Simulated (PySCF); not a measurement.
# CeN(OH): from structure and modes to constants

Level of theory: PBE0/[Ce def2-SVP with ECP28, N def2-SVP, O def2-SVP, H def2-SVP], scalar-relativistic core potentials, density fitting, no spin–orbit coupling, PySCF.

The singlet minimum has Cs symmetry. Masses (u): Ce 139.90544, N 14.00307, O 15.99492, H 1.00782.

```xyz
4
charge 0 multiplicity 1, angstrom
Ce    0.2017    0.0314    0.0000
N    -0.0101   -1.6553    0.0000
O    -1.5739    1.1472    0.0000
H    -2.5247    0.9999    0.0000
```

Harmonic wavenumbers (cm⁻¹): 114.5 (a', ×1), 410.9 (a', ×1), 443.9 (a'', ×1), 578.0 (a', ×1), 1063.9 (a', ×1), 3910.8 (a', ×1).

(1) Find the principal moments of inertia and the rotational constants. What kind of rotor is it?

(2) Find the vibrational entropy and heat capacity at 298.15 K.

Results:

(1) About the centre of mass I = 25.524, 86.773, 112.3 u Å². With B = 16.8576/I this gives 0.6605, 0.1943, 0.1501 cm⁻¹. The molecule is an asymmetric top with κ = -0.83.

(2) With u = 1.43878 ω/T, each mode gives S = R[u/(eᵘ−1) − ln(1−e⁻ᵘ)] and C = R u² eᵘ/(eᵘ−1)².
| ω (cm⁻¹) | u | S (J/(mol K)) | C (J/(mol K)) |
| --- | --- | --- | --- |
| 114.5 | 0.553 | 13.35 | 8.11 |
| 410.9 | 1.983 | 3.86 | 6.05 |
| 443.9 | 2.142 | 3.41 | 5.75 |
| 578.0 | 2.789 | 2.05 | 4.51 |
| 1063.9 | 5.134 | 0.30 | 1.31 |
| 3910.8 | 18.872 | 0.00 | 0.00 |
The sums over all modes are S = 23.0 and C = 25.7 J/(mol K); the softest mode gives 58 % of the entropy.

Stability towards spin polarisation was not tested. Other isomers or separated fragments may lie lower.
